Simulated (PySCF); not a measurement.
C4H5PSe.
Numbering: `[Se:1]=[PH:2]1[CH:3]=[CH:4][CH:5]=[CH:6]1` (hydrogens: H7 on P2; H8 on C3; H9 on C4; H10 on C5; H11 on C6)

Method: PySCF, PBE0-D3(BJ)/def2-SVP geometry optimisation, gas phase; density fitting, grid level 1; the optimiser is geomeTRIC in internal coordinates, started from a GFN2-xTB structure.

Step 0: E = -78837.0880 eV
```
atom  x, y, z in Å  |  force x, y, z in eV/Å
Se1    -2.0719    1.8260   -1.3883   -0.138   0.143  -0.157
P2     -1.0234    0.8188    0.1019    0.180  -0.113  -0.345
C3     -0.8528   -0.9733   -0.0428    0.009   0.124  -0.079
C4      0.4491   -1.2862   -0.1257   -0.319  -0.145   0.095
C5      1.3591   -0.1642    0.0063    0.063   0.328   0.137
C6      0.7691    1.0269    0.1872   -0.120  -0.015  -0.099
H7     -1.4586    1.0269    1.4162   -0.175   0.072   0.571
H8     -1.6812   -1.6531   -0.1417   -0.411  -0.333  -0.049
H9      0.8247   -2.2857   -0.2784    0.113  -0.538  -0.090
H10     2.4265   -0.3108   -0.0419    0.558   0.004  -0.028
H11     1.2648    1.9774    0.2813    0.239   0.472   0.045
```

Problem. Estimate the geometry and energy of step 1. (The exact step hangs on the optimiser's Hessian estimate; all steps are aligned on step 0, rigid shifts and turns removed.)

Solution. E = -78837.1354 eV, largest force 0.151 eV/Å
```
atom  x, y, z in Å  |  force x, y, z in eV/Å
Se1    -2.1235    1.8801   -1.3519    0.007  -0.011   0.015
P2     -1.0235    0.8198    0.0755   -0.060   0.040   0.133
C3     -0.8593   -0.9810   -0.0839   -0.097   0.002   0.022
C4      0.4463   -1.3016   -0.1007    0.079  -0.065  -0.062
C5      1.3698   -0.1607    0.0299    0.087  -0.057  -0.050
C6      0.7765    1.0400    0.1487   -0.014   0.085   0.034
H7     -1.4283    0.9910    1.4425    0.046  -0.026  -0.141
H8     -1.7010   -1.6679   -0.1887    0.034   0.037  -0.007
H9      0.8196   -2.3222   -0.2316   -0.016   0.030   0.038
H10     2.4547   -0.3024    0.0006   -0.037   0.005   0.031
H11     1.2743    2.0075    0.2336   -0.030  -0.039  -0.014
```

The energy changes by -0.0474 eV. The first-order estimate −F·Δx gives -0.0998 eV and the mean of the old and new forces, exact on a quadratic surface, -0.0461 eV. The step makes an angle of 66° with the force vector and moves no atom by more than 0.083 Å.

What follows is the cost of the whole optimisation. On an AMD EPYC 9R45 with one thread, no GPU (shared host), this took 17 s of wall time and 0.58 GiB of memory at its peak.
